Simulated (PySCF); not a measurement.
Stationary points of BiCl₃

Computed with PBE0 in PySCF with Bi def2-SVP with ECP60, Cl def2-SVP; scalar-relativistic core potentials, no spin–orbit coupling; density-fitted integrals.

Relaxations began from a few typed shapes. The search is not exhaustive: other isomers or separated fragments can lie lower, and high-lying points may rest on an excited occupation.

Problem. Which is the lowest minimum found?
A. singlet C2v: Bi–Cl 2.451 Å, Bi–Cl 2.558 Å (×2); Cl–Bi–Cl 99.8° (×2), Cl–Bi–Cl 160.3°
B. singlet D3h: Bi–Cl 2.532 Å (×3); Cl–Bi–Cl 120.0° (×3)
C. singlet C3v: Bi–Cl 2.458 Å (×3); Cl–Bi–Cl 99.1° (×3)

Solution. C. The others lie at 114.7 (singlet D3h, a saddle point), 115.6 (singlet C2v, a saddle point) kJ/mol above it.

Counting electrons, bismuth keeps 2 of its valence electrons outside its bonds, so the VSEPR class is AX3E1 and the expected shape is trigonal pyramidal (C3v), as computed.

For the lowest minimum: spin–orbit coupling, left out here, can matter for elements this heavy.
